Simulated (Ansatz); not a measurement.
Basis-set extrapolation for `O[SiH2]/C=C\[SiH](O)O` (PBE0-D4/def2-TZVP geometry, frozen core, Ansatz). Multiplicity 1, RHF reference.

|  | def2-TZVPP | def2-QZVPP |
| --- | --- | --- |
| HF | -883.151497 | -883.184500 |
| MP2 correlation | -1.282922 | -1.382017 |
| CCSD(T) correlation | -1.379886 | not run |

Energies in hartree. Use E(X) = E(∞) + A·exp(−7.88·√X) for Hartree–Fock and E(X) = E(∞) + B·X^(−2.97) for correlation, with X = 3 and 4, and add CCSD(T) minus MP2 of the smaller set to the MP2 limit.

Question: What is the CCSD(T) energy at the basis-set limit?

Answer: HF limit: -883.184500 + (-0.033003) × 0.13774 = -883.18905. MP2 limit: -1.382017 + (-0.099095) × 0.74074 = -1.45542. Higher-order term: -1.379886 − (-1.282922) = -0.09696. Total: -884.74143 hartree, 5.72 eV below CCSD(T)/def2-TZVPP.
